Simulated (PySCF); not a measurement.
Si(All)(F)(H)2 (C3H7FSi), SMILES C=CC[SiH2]F. Heavy atoms are numbered as in [SiH2:1]([F:2])[CH2:3][CH:4]=[CH2:5]. Hydrogens are named by the atom that carries them.

Coordinates come from a B3LYP-D3(BJ)/def2-SVP optimisation. Other conformers were not sampled.

Level of theory: PBE/pcSseg-1 in PySCF.

GIAO shieldings, no solvent; atoms alike by connectivity are averaged. δ = σ(ref) − σ: ²⁹Si against TMS (σ = 335.4 ppm); ¹⁹F against CFCl3 (σ = 133.6 ppm); ¹³C against TMS (σ = 182.0 ppm); ¹H against TMS (σ = 31.49 ppm), references at their B3LYP-D3(BJ)/def2-TZVP geometries, non-relativistic.

| nucleus | atoms | count | δ (ppm) |
|---|---|---|---|
| ²⁹Si | Si1 (SiH2) | 1 | 2.2 |
| ¹⁹F | F2 | 1 | -234.5 |
| ¹³C | C4 (CH) | 1 | 136.0 |
| ¹³C | C5 (CH2) | 1 | 126.2 |
| ¹³C | C3 (CH2) | 1 | 28.1 |
| ¹H | H on C4 | 1 | 6.05 |
| ¹H | H on C5 | 2 | 5.60 |
| ¹H | H on Si1 | 2 | 5.25 |
| ¹H | H on C3 | 2 | 2.39 |
